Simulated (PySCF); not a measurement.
**Ca¹⁶⁺ (calcium, charge +16) across methods**

[He] 2s2, closed-shell 1S. Calculation: PySCF 2.14, in an even-tempered Gaussian basis (19 s from 3.1 bohr⁻², ratio 2.2; 9 p from 4.8 bohr⁻², ratio 2.4; 6 d from 14 bohr⁻², ratio 2.4; 5 f from 22 bohr⁻², ratio 2.4; 4 g from 33 bohr⁻², ratio 2.4); the spin-free X2C one-electron Hamiltonian (Gaussian nucleus).

```
   method  E (hartree)  mean ε 1s (eV)  mean ε 2s (eV)  Σ⟨r²⟩ (bohr²)   ⟨S²⟩
   revPBE     -472.068         -4799.6         -1054.9         0.2584  0.000
      PBE     -471.883         -4798.8         -1054.7         0.2585  0.000
     PBE0     -471.913         -4831.7         -1061.7         0.2585  0.000
      UHF   -471.89862         -4929.7         -1081.5         0.2588  0.000
   r2SCAN     -471.938         -4813.3         -1056.2         0.2587  0.000
      LDA     -470.334         -4785.1         -1052.3         0.2591  0.000
BHandHLYP     -472.039         -4865.9         -1068.8         0.2587  0.000
```
